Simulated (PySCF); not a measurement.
Working out the ionisation energy of Si²⁺

Si²⁺ [Ne] 3s2 (1S) → Si³⁺ [Ne] 3s1 (2S). Calculation: PySCF 2.14, in def2-TZVPPD (6s5p4d1f, 48 functions); the non-relativistic Hamiltonian (point nucleus). Frozen: 1s2. Energies in hartree (1 hartree = 27.21139 eV):

```csv
part,Si²⁺ (lower),Si³⁺ (upper)
UHF,-287.988078,-286.812915
MP2 opposite-spin,-0.135677,-0.099472
MP2 same-spin,-0.044613,-0.040563
```

Problem. What does Hartree-Fock give?

Solution. (-286.812915) − (-287.988078) = 1.175163 hartree = 31.978 eV.

Problem. What do MP2 and SCS-MP2 (6/5 opposite-spin, 1/3 same-spin) give?

Solution. The opposite-spin parts differ by 0.985 eV and the same-spin parts by 0.110 eV. MP2: 31.978 + (0.985) + (0.110) = 33.073 eV. SCS-MP2: 31.978 + 1.2 × (0.985) + (0.110)/3 = 33.197 eV.

Measured between the centres of the two terms (NIST): 33.493 eV, so MP2 (valence and next inner shell) is off by -0.420 eV.

What remains against the reference includes basis incompleteness, the frozen core and correlation beyond second order.
